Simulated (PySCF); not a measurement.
## Dipole response of Hg⁵⁴⁺ (mercury, charge +54)

[Ar] 3d8, high-spin 3F determinant. Computed with PySCF 2.14 in an uncontracted even-tempered set (17 s from 14 bohr⁻², ratio 2.5; 13 p from 18 bohr⁻², ratio 2.5; 7 d from 18 bohr⁻², ratio 2.5; 4 f from 71 bohr⁻², ratio 2.7; 3 g from 110 bohr⁻², ratio 2.7), with the spin-free X2C one-electron Hamiltonian (Gaussian nucleus). Coupled (time-dependent) response in atomic units; α is the mean over directions.

| method | mean α (bohr³) | C₆ (like pair) | S(−4) |
| --- | --- | --- | --- |
| UHF | 0.001321 | 0.0001029 | 1.016e-06 |
| PBE0 | 0.001327 | 0.0001031 | 1.061e-06 |

S(−4) is the Cauchy moment in α(ω) = α(0) + S(−4) ω² + …

Spin-orbit coupling is absent.

α(iu) at UHF:

| u (hartree) | α(iu) (bohr³) |
| --- | --- |
| 0 | 0.001321 |
| 8.00 | 0.001263 |
| 16.0 | 0.001144 |
| 32.0 | 0.0009455 |
| 48.0 | 0.0008238 |
| 64.0 | 0.0007346 |
| 80.0 | 0.0006591 |
| 120 | 0.0005040 |
| 160 | 0.0003873 |
| 240 | 0.0002391 |
| 400 | 0.0001117 |

For an ion, C₆ is the dispersion term alone; charge-induced terms of lower order in 1/R come first.

Spin-orbit coupling is strong in this species (close to jj coupling), so the high-spin LS determinant is a model state, not a physical level.
